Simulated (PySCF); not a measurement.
# Fe (iron, neutral) across methods

[Ar] 3d5 4s2 5s1, high-spin 7S determinant (an excited configuration). Calculation: PySCF 2.14, in aug-cc-pwCVTZ-DK; the spin-free X2C one-electron Hamiltonian (Gaussian nucleus).

```
 method  E (hartree)  mean ε 4s α (eV)  mean ε 4s β (eV)  mean ε 5s α (eV)  Σ⟨r²⟩ (bohr²)    ⟨S²⟩
  B97-3    -1272.173           -11.370           -10.382            -1.930          98.07  12.005
   BP86    -1272.494           -10.791            -9.631            -1.807          93.28  12.004
    UHF  -1271.12793           -13.387           -11.880            -2.534          103.3  12.007
    LDA    -1269.753           -10.889            -9.679            -1.729          93.77  12.003
wB97M-V    -1272.208           -13.478           -12.434            -2.454          92.38  12.002
 r2SCAN    -1272.273           -10.776            -9.611            -1.748          93.99  12.013
    PBE    -1272.063           -10.632            -9.416            -1.762          93.94  12.004
```

(1) Estimate the same row for PBE0.

The outer electron is Rydberg-like, and this basis confines it to a smaller radius and binds it less than a complete one would.

Answers

(1) E (hartree) = -1272.093; mean ε 4s α (eV) = -11.488; mean ε 4s β (eV) = -10.258; mean ε 5s α (eV) = -2.035; Σ⟨r²⟩ (bohr²) = 95.66; ⟨S²⟩ = 12.004.
